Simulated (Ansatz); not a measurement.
A nudged elastic band was laid between two geometries of BH3O + BrH (7 atoms, charge 0, multiplicity 1).

Computed with Ansatz, RKS PBE0-D4/def2-SVP.

* movable images: 9
* climbing image: yes
* spring: 5.0 eV/Å²
* optimiser: quadratic models (default)
* start path: through a guess of the saddle point
* force threshold: 0.05 eV/Å
* iteration limit: 60
* end points: relaxed

Initial state:

```xyz
7
Properties=species:S:1:pos:R:3
B -0.127 -0.494 -0.029
O -0.478 0.194 1.083
H -1.125 -0.253 1.640
H 0.682 0.028 -0.755
H -0.619 -1.578 -0.251
Br 0.721 3.229 1.882
H 0.193 1.929 1.570
```

Final state:

```xyz
7
Properties=species:S:1:pos:R:3
B -0.001 0.359 0.058
O -0.154 -0.113 1.614
H -1.030 0.179 1.914
H 1.135 0.064 -0.230
H -0.909 -0.198 -0.511
Br -0.270 2.352 0.164
H 0.478 0.414 2.131
```

Problem. Which bonds break or form, and what moves?

Solution. Bonds broken: Br6–H7. Bonds formed: B1–Br6, O2–H7. BH3O + BrH becomes BBrH4O.

Problem. What energy profile does the band end with?

Solution. It converged. The highest image is number 6 of 0 to 10, 17.3 kcal/mol above the first end and 17.0 kcal/mol above the last; the last end lies 0.3 kcal/mol above the first. A vibrational analysis at the climbing image gives one clearly imaginary mode, 1005i cm⁻¹: a first-order saddle point. The orbitals stay closed-shell, which can raise the energy where a bond breaks towards radicals; this wasn't checked here.

```tsv
image	path coordinate (Å)	energy (kcal/mol)	Br6–H7 (Å)	B1–Br6 (Å)	O2–H7 (Å)
0	0.00	0.0	1.44	4.27	1.92
1	0.54	0.2	1.44	4.15	1.93
2	1.07	0.7	1.43	3.97	1.98
3	1.61	1.5	1.43	3.73	2.07
4	2.14	2.5	1.43	3.38	2.11
5	2.68	6.4	1.45	2.89	1.83
6	3.21	17.3	1.63	2.44	1.30
7	3.61	6.6	1.97	2.16	1.03
8	4.01	1.1	2.42	2.03	0.98
9	4.42	0.5	2.66	2.02	0.97
10	4.82	0.3	2.86	2.01	0.97
```

Problem. What is the geometry of the highest image?

Solution. 
```xyz
7
Properties=species:S:1:pos:R:3:forces:R:3
B 0.023 0.029 0.177 0.01 0.00 0.00
O -0.094 -0.085 1.637 -0.01 0.00 0.00
H -1.010 -0.237 1.904 0.00 0.00 0.00
H 1.132 -0.144 -0.245 0.00 0.00 0.00
H -0.978 -0.157 -0.466 0.00 0.00 0.00
Br 0.117 2.439 0.530 0.00 0.00 0.00
H 0.057 1.210 1.605 0.00 0.00 0.00
```

Problem. What are the harmonic wavenumbers there?

Solution. 1005i, 293, 419, 487, 608, 839, 990, 1061, 1066, 1156, 1244, 1404, 2614, 2747, 3855 cm⁻¹.

The run took 3.7 min on 2 threads of Arm Neoverse V1, on a shared host, peak memory 0.16 GiB.
